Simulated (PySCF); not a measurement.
## Rotational lines of KCl

Lines J+1 ← J of the vibrational ground state, computed from PBE0 constants of KCl, ¹Σ⁺ (singlet), closed shell (PySCF, spin-free X2C with a Gaussian nucleus, basis sets K x2c-TZVPall, Cl x2c-TZVPall; masses 38.9637 and 34.9689 u), in MHz:

| J | ν (MHz) |
| --- | --- |
| 0 | 7615.2 |
| 1 | 15230.4 |
| 2 | 22845.4 |
| 3 | 30460.1 |
| 4 | 38074.6 |

Problem. Find B0 and the effective bond length r0; with αe = 0.000763 cm⁻¹, find Re.

Solution. ν = 2B0(J+1) − 4D(J+1)³ gives B0 = 0.12701 cm⁻¹. With the reduced mass μred = 18.429 u, r0 = √(16.8576/(μred·B0)) (u, cm⁻¹, Å) = 2.6837 Å. Be = B0 + αe/2 = 0.12739 cm⁻¹ gives Re = 2.680 Å.
